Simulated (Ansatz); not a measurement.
Al₁₂N₁₂H₃₀⁻, a nanocrystal cut from wurtzite AlN (hydrogen-capped). Charge -1, multiplicity 2. Geometry PBE-D4/def2-SVP, that of the neutral singlet; atoms count from 1.

```xyz
54

Al   -2.5342    1.3014    2.3436
N    -3.8613    0.2453    1.2863
Al    0.3632    1.9293    2.4460
N     1.7760    0.6967    3.0324
N    -0.8527    0.9222    1.4253
Al   -0.4139   -0.9432    1.5219
Al   -3.1490   -0.7607   -0.2143
N    -1.7505   -1.8961    0.4629
Al    2.6482   -0.3775    1.6380
N     1.2812   -1.2321    0.6707
Al    1.8284   -3.1025    0.7995
Al   -0.9989   -2.9310   -0.9750
N     0.3947   -4.0522   -0.2190
N     1.3182    3.1083    1.1981
Al   -0.8894    1.5618   -0.3833
N    -2.2010    0.4774   -1.3422
Al    2.1484    2.2561   -0.3650
N     3.4106    0.9955    0.4579
N     0.8144    1.2273   -1.1999
Al    1.2844   -0.6323   -1.1519
Al   -1.4692   -0.4535   -2.8593
N    -0.1412   -1.6015   -2.0706
Al    0.8743    1.9241   -3.0234
N    -0.5366    0.8543   -3.9505
H    -2.5508    0.6290    3.8084
H    -2.9702    2.8381    2.1284
H    -4.3564   -0.3921    1.9297
H    -4.5993    0.8873    0.9566
H    -0.1825    2.7722    3.6903
H     1.3037    0.0115    3.6534
H     2.4617    1.1599    3.6493
H    -0.4136   -1.4768    3.0445
H    -4.3447   -1.5399   -0.9405
H    -2.2034   -2.5699    1.1053
H     3.8158   -1.2642    2.2761
H     1.6796   -3.6400    2.3118
H     3.1738   -3.3647   -0.0484
H    -2.0528   -3.8529   -1.7521
H    -0.0269   -4.7630    0.3995
H     0.8403   -4.6069   -0.9668
H     1.9719    3.7402    1.6868
H     0.5949    3.7460    0.8130
H    -1.2868    3.1239   -0.4545
H    -2.9070    1.1370   -1.7140
H     2.9415    3.3434   -1.2284
H     4.2112    1.4793    0.8942
H     3.8347    0.4741   -0.3336
H     2.7050   -0.9060   -1.8662
H    -2.5538   -1.2134   -3.7596
H     0.3099   -2.1099   -2.8516
H     0.3356    3.4423   -3.0746
H     2.2496    1.5039   -3.7514
H    -1.2172    1.5077   -4.3693
H    -0.1078    0.3871   -4.7649
```

Single mean-field runs in def2-SVP are fitted with def2-universal-jkfit. The highest occupied level of the charge -1 doublet lies above zero (up to 1.86 eV). By energy differences it is unbound by 0.79 eV (vertical, against the charge 0 singlet, at PBE0-D4/def2-SVP) and held by the finite basis.

**Question.** Estimate the Mulliken populations of the heavy atoms from the PBE0/def2-SVP orbitals of Ansatz.

**Answer.** 
```csv
atom,charge (e),spin (α − β)
Al1,0.36,0.08
N2,-0.49,-0.02
Al3,0.68,0.12
N4,-0.49,-0.03
N5,-1.04,-0.01
Al6,0.63,0.01
Al7,0.66,0.09
N8,-0.80,-0.01
Al9,0.68,0.12
N10,-1.04,-0.01
Al11,0.36,0.08
Al12,0.66,0.09
N13,-0.49,-0.02
N14,-0.49,-0.03
Al15,0.63,0.01
N16,-0.80,-0.01
Al17,0.68,0.12
N18,-0.49,-0.03
N19,-1.04,-0.01
Al20,0.63,0.01
Al21,0.66,0.09
N22,-0.80,-0.01
Al23,0.36,0.08
N24,-0.49,-0.02
```
Mulliken values depend strongly on the basis.

**Question.** Where does the spin sit?

**Answer.** Summed by element: Al 0.89, N -0.19, H 0.30, of 1 unpaired in all. Largest on single atoms: Al3 0.12, Al17 0.12, Al9 0.12.

**Question.** And the Mayer bond orders between heavy atoms (over 0.3)?

**Answer.** Al1–N2 0.56 (2.00 Å); Al1–N5 0.61 (1.95 Å); N2–Al7 0.63 (1.94 Å); Al3–N4 0.59 (1.96 Å); Al3–N5 0.75 (1.88 Å); Al3–N14 0.59 (1.96 Å); N4–Al9 0.59 (1.96 Å); N5–Al6 0.69 (1.92 Å); N5–Al15 0.69 (1.92 Å); Al6–N8 0.64 (1.95 Å); Al6–N10 0.69 (1.92 Å); Al7–N8 0.68 (1.92 Å); Al7–N16 0.68 (1.92 Å); N8–Al12 0.68 (1.92 Å); Al9–N10 0.75 (1.88 Å); Al9–N18 0.59 (1.96 Å); N10–Al11 0.61 (1.95 Å); N10–Al20 0.69 (1.92 Å); Al11–N13 0.56 (2.00 Å); Al12–N13 0.63 (1.94 Å); Al12–N22 0.68 (1.92 Å); N14–Al17 0.59 (1.96 Å); Al15–N16 0.64 (1.95 Å); Al15–N19 0.69 (1.92 Å); N16–Al21 0.68 (1.92 Å); Al17–N18 0.59 (1.96 Å); Al17–N19 0.75 (1.88 Å); N19–Al20 0.69 (1.92 Å); N19–Al23 0.61 (1.95 Å); Al20–N22 0.64 (1.95 Å); Al21–N22 0.68 (1.92 Å); Al21–N24 0.63 (1.94 Å); Al23–N24 0.56 (2.00 Å).
